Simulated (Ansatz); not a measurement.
Results of the Gaussian-basis code of Ansatz.

A structure relaxed at PBE0-D4/def2-TZVP, charge 0, multiplicity 1:

Cartesian coordinates in Å:
```
Al -0.5802 -1.3327 2.3923
Si 0.2345 -0.9284 0.1037
O -0.0597 0.6276 -0.3595
Si 0.1522 1.6713 -1.6005
H -1.3006 -0.1967 3.2368
H -0.3782 -2.7722 3.0377
H 1.7025 -1.1973 -0.0082
H -0.4123 -1.8567 -0.8759
H -0.3726 2.9954 -1.1871
H -0.5822 1.1991 -2.8044
H 1.5966 1.7905 -1.9349
```

Give its formula and SMILES.

AlH7OSi2, `[AlH2][SiH2]O[SiH3]`.

Point group (tolerance 0.08 Å, 0.16 Å for H)?

Cs.

Summarise the bond lengths by kind.

1 × Al–Si 2.463 Å; 2 × Al–H 1.588 to 1.590 Å; 2 × O–Si 1.635 to 1.650 Å; 5 × H–Si 1.483 to 1.497 Å.
